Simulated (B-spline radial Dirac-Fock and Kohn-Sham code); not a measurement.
# Kohn-Sham estimates against Dirac-Fock for the levels of Zr⁺

System: Zr⁺ in the configuration [Kr] 4d1 5s1 5p1 (not the ground configuration).

The density-functional columns are spherical, spin-unpolarised Dirac-Kohn-Sham results without Breit or QED terms: −ε is minus the orbital energy of the initial state and ΔSCF the difference of two total energies. The reference in the last column comes from multi-electron Dirac-Fock with separately optimised hole states, Breit and Lamb-shift corrections added in first order. All numbers are from a radial finite-basis atomic code, in eV; a selection of levels is shown. The Kohn-Sham columns are given as differences from the reference. For the 1s level of heavy atoms much of the gap between ΔSCF and the reference is the Breit and QED part, -46.4 eV here; for other levels the error of the functional can be larger.

```csv
level,PBE −ε − DF,PBE ΔSCF − DF,Dirac-Fock
K (1s),-190.7,+67.2,18018.7
L1 (2s),-80.1,-36.3,2559.8
L2 (2p1/2),-59.3,-5.0,2330.1
L3 (2p3/2),-60.6,-8.5,2245.6
M1 (3s),-39.6,-23.6,455.5
M2 (3p1/2),-31.2,-15.1,369.4
M3 (3p3/2),-31.1,-15.2,355.5
M4 (3d3/2),-16.3,+0.1,203.7
M5 (3d5/2),-16.4,-0.1,201.3
N2 (4p1/2),-6.1,+0.5,50.58
N3 (4p3/2),-6.1,+0.4,48.75
"N4,5 (4d)",-4.1,+0.9,17.18
O1 (5s),-2.3,+0.8,13.97
"O2,3 (5p)",-2.0,+0.6,9.55
```

Values without a named source are computed, but for edge energies of neutral atoms, which are taken from tables.
